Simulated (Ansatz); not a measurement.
Reaction (atomization): `[Cl][GeH]1[NH]C[O]1` → C• + Cl• + Ge• + 4 H• + N• + O•

Isolated molecules relaxed with PBE0-D4/def2-TZVP in Ansatz; ΔE leaves out vibrations. CCSD(T)/CBS is the MP2 limit (def2-TZVPP, def2-QZVPP) plus CCSD(T) − MP2 in def2-TZVPP, frozen cores. This one scheme is used for every species, atoms too. No spin–orbit coupling; open shells (•) take unrestricted orbitals. Spin–orbit coupling would lower the free atoms: a little for C, Cl, O; clearly for Ge. For Ge outer-core shells are correlated without core-valence functions, so the limit isn't a true one: a few kJ/mol of doubt a bond, and 10 to 20 or more in all where bonds break to atoms. Scalar relativity is left out up to krypton.

| species | MP2/def2-SVP energy (Eh) |
| --- | --- |
| `[Cl][GeH]1[NH]C[O]1` | -2704.70814 |
| C• | -37.69532 |
| Cl• | -459.42824 |
| Ge• | -2075.22946 |
| H• | -0.49928 |
| N• | -54.40612 |
| O• | -74.82140 |

**Question.** Work out ΔE.

**Answer.** ΔE = 4 × (-0.49928) + (-37.69532) + (-459.42824) + (-2075.22946) + (-54.40612) + (-74.82140) − (-2704.70814) = 1.13048 Eh = +2968.1 kJ/mol. CCSD(T)/CBS gives +3149.6 kJ/mol.

Largest T1 diagnostic among the species: 0.012.

From PBE to PBE0 (25 % exact exchange), in def2-TZVPP and without D4, ΔE moves by −82.6 kJ/mol: exact exchange takes away binding that semilocal exchange gives to molecules. The D4 term adds +34.5 kJ/mol with B3LYP and +17.9 kJ/mol with PBE0; it sums over pairs of atoms, weighted by their polarisabilities, and B3LYP, whose exchange is more repulsive, gets the larger term.

B3LYP here is the variant with VWN-RPA as its local correlation; programs differ in this.

For atomizations the MP2-based limit and the directly extrapolated one differ by several kJ/mol either way, and by 10 to 25 for some Ge, Se and Sn compounds, so smaller differences from it don't rank the levels.
